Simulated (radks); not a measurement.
Values are calculated unless marked as measured or tabulated.
The oxygen anion O2-, [Ne], held by a Watson sphere: a shell of charge +2 at radius R that stands for the Madelung well of a crystal (potential energy -2/R inside, -2/r outside, in hartree with lengths in bohr). Level of theory: scalar-relativistic Kohn-Sham, PBEsol, spin-polarised, spherical densities, finite nucleus; Fermi nuclear charge, rms radius of each element as measured or else 0.836 A^(1/3) + 0.57 fm (a radial shooting solver on a logarithmic mesh with Libxc functionals). Response by self-consistent Sternheimer equations with the Hartree and adiabatic LDA kernel, the relativistic mass of each level held fixed and spin-orbit coupling left out. The sphere does not respond.

R (bohr)  e(1s) (eV)  e(2s) (eV)  e(2p) (eV)  <r> 2p (bohr)  sum of <r^2> (bohr^2)  X-ray form factor at sin(theta)/lambda = 0.3 1/angstrom  alpha (bohr^3)
1.6          -506.44     -23.971      -9.245          1.390                  18.84                                                    4.315           9.772
1.96         -506.65     -22.138      -7.846          1.481                  21.40                                                    4.158           14.06
2.75         -506.12     -19.333      -5.437          1.654                  26.96                                                    4.046           30.28
2.79         -506.08     -19.228      -5.339          1.662                  27.25                                                    4.044           31.44
3.03         -505.83     -18.654      -4.792          1.709                  28.99                                                    4.039           39.29
3.38         -505.48     -17.970      -4.114          1.774                  31.63                                                    4.038           53.99
3.58         -505.30     -17.646      -3.782          1.810                  33.20                                                    4.039           64.52
3.82         -505.09     -17.310      -3.429          1.853                  35.17                                                    4.040           79.69

Estimate the row for R = 2.89 bohr.

Answer. e(1s) (eV) -505.98; e(2s) (eV) -18.977; e(2p) (eV) -5.102; <r> 2p (bohr) 1.682; sum of <r^2> (bohr^2) 27.97; X-ray form factor at sin(theta)/lambda = 0.3 1/angstrom 4.041; alpha (bohr^3) 34.52.
